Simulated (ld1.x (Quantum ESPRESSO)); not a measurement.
**P: one change to a TM potential, before and after**

ld1.x (Quantum ESPRESSO) 7.5 input, shortened:

```
&input
   title='P', zed=15., rel=0, dft='PW91', iswitch=3,
   config='[Ne] 3s2 3p0'
 /
 &inputp
   pseudotype=2, tm=.true., lloc=-1, rcloc=1.50,
   nlcc=.false.
 /
2
3S  1  0   2.00   0.00  1.10  1.10  0.0
3P  2  1   0.00   0.00  1.65  1.65  0.0
 &test
   configts(1)='3s2 3p0'
 /
```

All-electron outer shells of the reference configuration (PW91, non-relativistic, ld1.x):

```
shell  level (eV)  outermost node (bohr)  outermost maximum (bohr)
   3s      -45.59                   0.65                      1.48
   3p      -35.45                   0.63                      1.60
```

Change: wave 3p (bound): rc 1.65 bohr becomes 3p (bound): rc 1.28 bohr.

Cutoffs: the cutoffs (Ry, on a coarse ladder) from which the occupation-weighted sum of valence levels, in a spherical-Bessel basis at the reference potential, stays within 10 and 1 mRy of its value at 400 Ry; they do not see the model core or the augmentation charge, which bear on the density cutoff. Errors are all-electron minus pseudo energies relative to the spin-unpolarised reference configuration.

How do hardness, ghosts and transferability respond?

The potential gets neither clearly harder nor softer (70 Ry and 200 Ry → 70 Ry and 200 Ry); of the 7 tests that both files solve, the error grows in 0 and shrinks in 2 by more than 15 % and 0.3 meV (median size 148.8 → 130.5 meV); neither file shows a bound ghost.

| quantity | base | changed |
| --- | --- | --- |
| cutoff, loose | 70 Ry | 70 Ry |
| cutoff, tight | 200 Ry | 200 Ry |
| bound ghosts | none | none |
| error for 3s2 3p3, meV [ΔE -58.84 eV] | +171 | +151 |
| error for 3s2 3p2, meV [ΔE -49.05 eV] | +119 | +103 |
| error for 3s2 3p1, meV [ΔE -29.83 eV] | +46 | +39 |
| error for 3s2 3p2.5, meV [ΔE -55.04 eV] | +149 | +131 |
| error for 3s1 3p0, meV [ΔE 51.97 eV] | +72 | +72 |
| error for 3s0 3p5, meV [ΔE -41.80 eV] | +336 | +281 |
| error for 3s1 3p4, meV [ΔE -50.39 eV] | +216 | +189 |
